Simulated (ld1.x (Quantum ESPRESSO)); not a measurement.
Ni, ultrasoft: configuration errors across variants

* Element: Ni
* Generator: ld1.x (Quantum ESPRESSO) 7.5
* Type: ultrasoft
* Functional: BP86
* Relativity: non-relativistic
* Frozen core: [Ar]
* Valence charge: 10
* Reference configuration: 3d8 4s2 4p0
* Partial waves: 4s (bound): rcut 2.50, rcutus 2.65 bohr; 4s channel at 0.1 Ry: rcut 2.50, rcutus 2.65 bohr; 4p (bound, empty): rcut 2.50, rcutus 3.15 bohr; 4p channel at 2.7 Ry: rcut 2.50, rcutus 3.15 bohr; 3d (bound): rcut 1.35, rcutus 1.65 bohr; 3d channel at 0.2 Ry: rcut 1.35, rcutus 1.65 bohr
* Local potential: all-electron potential smoothed inside 1.40 bohr (lloc = -1)
* Core correction: a·sin(br)/r model core inside 1.00 bohr
* Augmentation charge: PSQ, radius 1.30 bohr

All-electron excitation energies from the reference (eV): (1) 3d8 4s1 4p0 9.346; (2) 3d8 4s0 4p0 26.502; (3) 3d7 4s0 4p0 64.287; (4) 3d8 4s0 4p1 14.858; (5) 3d8 4s1.5 4p0 3.739.

The overlap operator is not positive definite (basis up to 400 Ry) in “wave 4s channel at 0.1 Ry: rcut 2.50, rcutus 2.65 bohr becomes 4s channel at 6.84 Ry: rcut 2.50, rcutus 2.65 bohr”. Such files are unfit for use, however small their errors in these radial tests.

Tests that are not counted but printed errors over 1 eV. “waves 3d (bound): rcut 1.35, rcutus 1.78 bohr; 3d channel at 0.2 Ry: rcut 1.35, rcutus 1.78 bohr”: 3d7 4s0 4p0 (solver errors, printed error -674 eV).

3 further variants failed, have other tests or another functional or relativity, and are left out.

A true bound ghost makes a file unfit for plane-wave use even where its test errors are small: the radial tests pick states by their node count and pass the ghost by. Where a test does run into it, the solver fails or the error is huge.

Errors AE − PS in meV (a dash: test not solved or not reliable):

| change | (1) | (2) | (3) | (4) | (5) | bound ghosts |
| --- | --- | --- | --- | --- | --- | --- |
| base | -0.3 | +6.3 | -810 | +4.5 | -0.3 | s |
| core correction a·sin(br)/r model core inside 1.80 bohr | +0.8 | +15 | -731 | +8.9 | -0.1 | s |
| all radii but the core radius scaled by about 0.92 (s 2.44, p 2.92, d 1.52 bohr, rcut 2.32/2.32/1.24); local potential all-electron potential smoothed inside 1.30 bohr (lloc = -1); augmentation PSQ, radius 1.20 bohr | -0.2 | -0.1 | -209 | +1.5 | 0.0 | s |
| waves 4p (bound): rcut 2.50, rcutus 4.12 bohr; 4p channel at 2.7 Ry: rcut 2.50, rcutus 4.12 bohr | -0.3 | +6.3 | -810 | +11 | -0.3 | s |
| wave 4s channel at 0.1 Ry: rcut 2.50, rcutus 2.65 bohr becomes 4s channel at 6.84 Ry: rcut 2.50, rcutus 2.65 bohr | +1.6 | +6.3 | -810 | +4.5 | +0.4 | not determined (overlap not positive) |
| local potential all-electron potential smoothed inside 1.54 bohr (lloc = -1) | +1.2 | +6.3 | -809 | +4.4 | +0.3 | none |
| waves 4s (bound): rcut 2.14, rcutus 2.26 bohr; 4s channel at 0.1 Ry: rcut 2.14, rcutus 2.26 bohr | +1.5 | +6.4 | -812 | +4.5 | +0.4 | none |
| waves 3d (bound): rcut 1.35, rcutus 1.78 bohr; 3d channel at 0.2 Ry: rcut 1.35, rcutus 1.78 bohr | -1.4 | -4.0 | – | 0.0 | -0.4 | s |
| type TM; waves now 4s (bound): rc 2.65 bohr; 4p (bound): rc 3.15 bohr; 3d (bound): rc 1.65 bohr; local potential the d channel | -3.3 | -41 | -361 | -11 | -0.3 | s, p |

(1) Give the same row for: local potential all-electron potential smoothed inside 2.20 bohr (lloc = -2).

Results:

(1) +0.8, +6.3, -806, +4.2, +0.2; bound ghosts: none.
